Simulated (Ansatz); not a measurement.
Ansatz results at the PBE0-D4/def2-TZVP geometry: HOMO energy (B3LYP/def2-TZVPP) -7.73 eV; HOMO–LUMO gap (B3LYP/def2-TZVPP) 5.75 eV; HOMO–LUMO gap (ωB97M-V/def2-TZVPP) 10.34 eV.

Each molecule was computed in one conformer, which needn't be the lowest.

Problem. Which molecule gave them?
A. `O[Si]1(F)C[SiH2]1`
B. `CCB1CC1`
C. `O[Si]1(S)C[SiH2]1`
D. `B/C=C/CC`

Solution. D. The others give `O[Si]1(S)C[SiH2]1`: -6.41, 5.85, 9.97; `CCB1CC1`: -6.72, 5.80, 10.49; `O[Si]1(F)C[SiH2]1`: -6.66, 6.05, 10.21.

B3LYP here is the variant with VWN-RPA as its local correlation; programs differ in this.
